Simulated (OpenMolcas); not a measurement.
Pr2+: effect of the basis set

- Program: OpenMolcas
- Method: RASSCF
- Active space: 9 electrons in 10 orbitals (RAS1 5p, at most 2 holes; RAS2 4f)
- State averaging: 2S+1 = 4 odd, 35 roots; 2S+1 = 2 odd, 43 roots
- Spin-orbit coupling: RASSI with atomic mean-field integrals over the reference wave functions, term energies averaged over their components

A. ANO-R2 [8s6p3d3f1g], X2C, finite nucleus; cost of the order of 4 core-minutes
B. ANO-RCC-VTZP [8s7p5d3f2g1h], DKH2, point nucleus; cost about 11 core-minutes
C. ANO-RCC-VQZP [9s8p6d4f3g2h], DKH2, point nucleus; cost about 13 core-minutes

Energies in cm-1 above 4f3 4I* 9/2, the measured ground level; measured values from Martin, Zalubas and Hagan, Atomic Energy Levels: The Rare-Earth Elements, NSRDS-NBS 60 (1978); the list in Maison, Palmeri and Quinet, J. Phys. B 58, 015001 (2025).

```tsv
Level	A	B	C	Measured
4f3 4I* 9/2	0.0	0.0	0.0	0.0
4f3 4I* 11/2	1479	1479	1484	1398
4f3 4I* 13/2	3093	3093	3102	2893
4f3 4I* 15/2	4794	4795	4809	4454
4f3 4F* 3/2	12297	12321	12326	9371
4f3 2H* 9/2	12722	12745	12744	10033
4f3 4F* 5/2	13087	13111	13119	10138
4f3 4F* 7/2	13881	13905	13915	10859
4f3 4S* 3/2	14283	14306	14314	10950
4f3 4F* 9/2	14757	14781	14792	11762
4f3 2H* 11/2	15274	15297	15304	12495
4f3 2G* 7/2	17535	17567	17572	
4f3 4G* 5/2	19242	19279	19286	14187
4f3 2G* 9/2 [68 %]	19648	19679	19692	
4f3 2K* 13/2	19938	19971	19974	16089
4f3 4G* 7/2	20296	20332	20343	15443
4f3 4G* 9/2	21464	21500	21514	15705
4f3 2K* 15/2	21744	21778	21786	17642
4f3 4G* 11/2	22619	22656	22673	17410
4f3 2D* 3/2 [54 %]	22661	22703	22706
```

Deviations, from unrounded energies. A percentage is the sum of absolute deviations over the sum of measured energies, with the sign that they share, or ± where signs differ.

| Against measurement | Levels | A | B | C |
| --- | --- | --- | --- | --- |
| mean absolute deviation (cm-1) | 16 | 3100 | 3200 | 3200 |
| fine structure of the ground term (%) | 3 | +7.1 | +7.1 | +7.4 |
| other terms of the ground configuration (%) | 13 | +28.8 | +29.0 | +29.1 |

A, B, C lie about equally close to measurement. The largest miss of A in the table is 4f3 4G* 9/2, by +5800 cm-1. The ranking rests on the paired levels alone, and a cruder setting can come out closer through cancelling errors.

Among A to C the level of the table that moves most is 4f3 4G* 11/2, by 54 cm-1 (lowest in A, highest in C).

High states are left out of the spin-orbit mixing, which shifts the levels that they would mix with. Without dynamic correlation excited terms often stand tens of per cent too high (terms of higher spin than the ground term too low), and those without a measured partner can miss by more than the paired ones. Active for correlation alone: 5p; no level in the range computed is led by a configuration that opens it, so any true level of that kind is missing. Computed and measured levels are paired by configuration, term and J; levels that our copy of the source lacks, or whose pairing is in doubt (as where it misses far off the trend of its configuration), stay unpaired and out of the deviations. Levels of configurations outside the active space are missing. Levels that lie high or do not pair safely by name in every column are left out.

A share in square brackets marks a mixed level and gives the weight of the term that names it, the lowest over the columns. * marks odd parity.
